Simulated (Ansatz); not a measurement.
`C[SiH2]/C(Cl)=C\F` and `F/C=C(/Cl)Br` differ in one atom or group.

Ansatz, PBE0-D4/def2-TZVP geometries, multiplicity 1. Each molecule was computed in one conformer, which needn't be the lowest.

Scalar relativity is left out up to krypton.

```json
{"property": "size of the dipole moment (B3LYP/def2-TZVPP) / D", "`C[SiH2]/C(Cl)=C\\F`": "0.69"}
{"property": "LUMO energy (PBE/def2-TZVPP) / eV", "`C[SiH2]/C(Cl)=C\\F`": "-1.52"}
{"property": "HOMO–LUMO gap (PBE0/def2-TZVPP) / eV", "`C[SiH2]/C(Cl)=C\\F`": "6.77"}
{"property": "LUMO energy (ωB97M-V/def2-TZVPP) / eV", "`C[SiH2]/C(Cl)=C\\F`": "1.47"}
{"property": "HOMO–LUMO gap (B3LYP/def2-TZVPP) / eV", "`C[SiH2]/C(Cl)=C\\F`": "6.32"}
{"property": "size of the dipole moment (PBE/def2-TZVPP) / D", "`C[SiH2]/C(Cl)=C\\F`": "0.73"}
```

Question: What does the change do to each property? (Best estimate.)

Answer: Ansatz gave: 
```tsv
property	`F/C=C(/Cl)Br`	shift
size of the dipole moment (B3LYP/def2-TZVPP) / D	1.05	0.36
LUMO energy (PBE/def2-TZVPP) / eV	-1.52	0.00
HOMO–LUMO gap (PBE0/def2-TZVPP) / eV	6.88	0.11
LUMO energy (ωB97M-V/def2-TZVPP) / eV	1.68	0.21
HOMO–LUMO gap (B3LYP/def2-TZVPP) / eV	6.38	0.06
size of the dipole moment (PBE/def2-TZVPP) / D	0.97	0.24
```

Dipoles are sizes alone; their direction can turn.

B3LYP here is the variant with VWN-RPA as its local correlation; programs differ in this.

Spin–orbit coupling is left out; it splits and shifts lone-pair levels of the heavy atoms by tenths of an eV.
